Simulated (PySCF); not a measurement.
PySCF 2.14 output of an unrestricted M06-L calculation on a single atom or ion in jorge-DZP-DKH (4s2p1d, 15 functions), with scalar relativity by spin-free X2C-1e:

```
SCF conv_tol = 1e-09
number electrons alpha = 5  beta = 4
    Y. Zhao and D. G. Truhlar.,  J. Chem. Phys. 125, 194101 (2006)
    Y. Zhao and D. G. Truhlar.,  J. Chem. Phys. 125, 194101 (2006)
    Y. Zhao and D. G. Truhlar.,  Theor. Chem. Acc. 120, 215 (2008)
cycle= 1 E= -128.283315067737  delta_E= -0.00201  |g|= 0.00631  |ddm|= 0.0232
cycle= 2 E= -128.283322163128  delta_E= -7.1e-06  |g|= 0.000523  |ddm|= 0.00192
cycle= 3 E= -128.28332221924  delta_E= -5.61e-08  |g|= 0.000144  |ddm|= 0.000297
cycle= 4 E= -128.283322225004  delta_E= -5.76e-09  |g|= 1.24e-05  |ddm|= 9.12e-05
cycle= 5 E= -128.283322225062  delta_E= -5.83e-11  |g|= 8.87e-07  |ddm|= 9.6e-06
converged SCF energy = -128.283322225062  <S^2> = 0.75151832  2S+1 = 2.0015177
```

The run itself started from symmetry-adapted Hartree-Fock orbitals and held the occupation by maximum overlap, on a logarithmic radial grid, so the iterations belong to that start.

**Question.** Which element, charge and spin multiplicity is this?

**Answer.** Ne⁺ (neon, charge +1), multiplicity 2; the state was [He] 2s2 2p5, 2P determinant.
